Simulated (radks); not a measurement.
Task: These are the eigenvalues of the occupied orbitals of an atom or ion with whole-number occupations (Ry). Calculated with a radial shooting solver on a logarithmic mesh with Libxc functionals: scalar-relativistic Kohn-Sham, r2SCAN, spin-polarised, spherical densities, finite nucleus; meta-GGA in the generalised Kohn-Sham scheme; Fermi nuclear charge, rms radius of each element as measured or else 0.836 A^(1/3) + 0.57 fm.

1s up: -2332.630
1s down: -2332.613
2s up: -362.2740
2s down: -362.1959
2p up: -325.3833
2p down: -325.3171
3s up: -75.63401
3s down: -75.60721
3p up: -63.56783
3p down: -63.52984
3d up: -45.37442
3d down: -45.30601
4s up: -16.06559
4s down: -15.81635
4p up: -12.24940
4p down: -12.00106
4d up: -6.61861
4d down: -6.36350
5s up: -3.76170
5p up: -2.80549
5p down: -2.49344

Which element is it, and in what charge state? The configuration may be excited. Open shells, if any, are filled with parallel spins first.

Result: Z = 52, tellurium, charge +3: Te3+ in [Kr] 4d8 5s1 5p4. The list shows which subshells hold electrons but not how many an open one holds; the 1s level, -1166.3 hartree, gives Z - s = 48.3 by -(Z - s)^2/2, which with screening and relativity narrows Z to a few neighbours, and the depths of the outer levels then fix element, charge and occupations together.
